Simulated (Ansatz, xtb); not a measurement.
## AlClFH2NSi: which of two structures lies lower

Structure a: a singlet given by its coordinates. Structure b: a singlet given by its coordinates. Both are isolated molecules in the gas phase, relaxed with B3LYP/6-31G*.

a (Å):

```xyz
7

Al    0.0923    0.6396    0.1329
Cl   -0.3572    1.6224   -1.7056
F     0.9510    1.8948    1.2665
N    -1.1915    0.8843    1.4979
Si   -0.4095    2.0018    2.4836
H    -2.1193    0.4990    1.6307
H     0.9373   -0.6871    0.0676
```

Close contacts (Å): Al1–Cl2 2.13, Al1–F3 1.90, Al1–N4 1.89, F3–Si5 1.83, N4–Si5 1.68, Al1–H7 1.57, N4–H6 1.01.

b (Å):

```csv
atom,x (Å),y (Å),z (Å)
Al,0.6298,1.9528,-0.4738
Cl,-1.6005,1.0919,-0.6551
F,1.5367,1.2899,-1.7020
N,0.6061,0.9345,1.1148
Si,-0.8762,0.1709,1.3586
H,0.5545,3.5241,-0.3771
H,1.3705,0.8374,1.7784
```

Close contacts (Å): Al1–Cl2 2.40, Al1–F3 1.66, Al1–N4 1.89, Cl2–Si5 2.33, N4–Si5 1.69, Al1–H6 1.58, N4–H7 1.02.

Q: Estimate E(b) − E(a) at the level CCSD(T)/def2-SVP + ΔMP2/def2-TZVPP.

A: Calculated at CCSD(T)/def2-SVP + ΔMP2/def2-TZVPP: E(b) − E(a) = +7.91 kJ/mol, so structure a lies lower.

The same difference at several levels:

```tsv
level	geometry	E(b) − E(a) (kJ/mol)	departure from the last row (kJ/mol)	job, with rough time for the two
B3LYP/6-31G*	B3LYP/6-31G*	+26.30	+18.39	optimisation, 2.9 min
HF/def2-SVP	B3LYP/6-31G*	+26.56	+18.65	part of the CCSD(T) run
MP2/def2-SVP	B3LYP/6-31G*	+21.08	+13.17	part of the CCSD(T) run
CCSD(T)/def2-SVP	B3LYP/6-31G*	+21.42	+13.51	single point
CCSD(T)/def2-SVP + ΔMP2/def2-TZVPP	B3LYP/6-31G*	+7.91		single point, 66 s
```

None of the levels shown reverses the order. The largest departure from CCSD(T)/def2-SVP + ΔMP2/def2-TZVPP is that of HF/def2-SVP, 18.65 kJ/mol. Levels run at GFN2-xTB geometries aren't shown. The last row adds to CCSD(T) the change of the MP2 difference between the two basis sets, here −13.51 kJ/mol, a large step that makes the value less sure.

With harmonic frequencies from B3LYP/6-31G* (ideal gas, rigid rotor, one conformer each, 298.15 K, 1 atm): the zero-point term adds −0.66 kJ/mol; ΔH is +7.90 and ΔG +6.54 kJ/mol.

The correlated steps freeze 17 core orbitals. Run with Ansatz 0.2.0; the last row on 1 thread of Intel(R) Xeon(R) Processor @ 2.50GHz (Skylake/Cascade Lake) on a shared host.
